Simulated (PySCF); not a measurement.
Bonds (- single, = double, # triple, : aromatic): C1-O2, O2-Si3, Si3-N4, Si3-O5, Si3-N6, N6:C7, C7:C8, C8:C9, C9:C10, C10:N6. C1 carries H11, H12, H13; N4 carries H14, H15; O5 carries H16; C7 carries H17; C8 carries H18; C9 carries H19; C10 carries H20. Stereochemistry as in CO[Si@@](N)(O)n1cccc1.

[PySCF 2.14: shielding tensors at PBE0/pcSseg-1 (GIAO); GFN2-xTB geometry; non-relativistic Hamiltonian; in vacuum; a single conformation; fast rotation and ring inversion assumed for equivalent nuclei]

Question: List the cross peaks expected in HSQC, COSY and HMBC spectra.

Answer: 

HSQC (one-bond C–H):
```
                δH              δC
    6.61 (H17/H20)  124.5 (C7/C10)
    6.56 (H18/H19)   116.5 (C8/C9)
3.79 (H11/H12/H13)       53.2 (C1)
```

COSY cross peaks (H two or three bonds apart, from the bond graph; peaks can be absent where the dihedral angle is near 90°):
```
            δH              δH
6.61 (H17/H20)  6.56 (H18/H19)
```

HMBC (two and three bonds, from the bond graph):
```
            δH                             δC
6.61 (H17/H20)  124.5 (C7/C10), 116.5 (C8/C9)
6.56 (H18/H19)  124.5 (C7/C10), 116.5 (C8/C9)
```

Chemical shifts δ = σref − σ; 1H (σ = 31.72 ppm), 13C (σ = 186.93 ppm) against TMS, all at this level.

The OH or NH signal is concentration- and solvent-dependent in practice; the value given is the gas-phase one. Shifts are as computed. Against solution values, carbons near 30 ppm lie about +3 ppm off and those near 130 ppm about +5 ppm. Of 1211 compounds with measured shifts, 218 miss one by over three times the rms of a fit or turn the order of signals round; such compounds aren't used in these exercises.
